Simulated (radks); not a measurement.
Problem. All-electron atom: Tl in [Xe] 4f14 5d8 6s2 6p1 7p2 (not the ground configuration). Method: scalar-relativistic Kohn-Sham, SCAN, spin-unpolarised, spherical densities, finite nucleus; meta-GGA in the generalised Kohn-Sham scheme; Fermi nuclear charge, rms radius 5.4759 fm; computed with a radial shooting solver on a logarithmic mesh with Libxc functionals. Some entries of the table are withheld. Estimate them.

| orbital | occ. | eigenvalue (eV) | <r> (bohr) | <r^2> (bohr^2) |
|---|---|---|---|---|
| 1s | 2 | -85704.19 | 0.01632 | 0.0003690 |
| 2s | 2 | -15306.86 | 0.06873 | 0.005601 |
| 2p | 6 | -13167.37 | 0.06234 | 0.004755 |
| 3s | 2 | -3682.694 | 0.1774 | 0.03601 |
| 3p | 6 | -3063.478 | 0.1792 | 0.03725 |
| 3d | 10 | -2419.845 | 0.1625 | 0.03092 |
| 4s | 2 | -844.5802 | 0.3914 | 0.1728 |
| 4p | 6 | -640.6801 | 0.4171 | 0.1977 |
| 4d | 10 | -400.5616 | 0.4396 | 0.2231 |
| 5s | 2 | (1) | 0.8741 | 0.8555 |
| 4f | 14 | -135.9100 | 0.4672 | 0.2621 |
| 5p | 6 | -96.9762 | 0.9967 | (2) |
| 5d | 8 | -33.1219 | 1.307 | 1.974 |
| 6s | 2 | -21.8884 | 2.160 | 5.229 |
| 6p | 1 | -10.9381 | 2.727 | 8.433 |
| 7p | 2 | -1.8236 | 7.589 | 63.91 |

Solution. 
(1) 5s eigenvalue (eV): -153.0840
(2) 5p <r^2> (bohr^2): 1.120
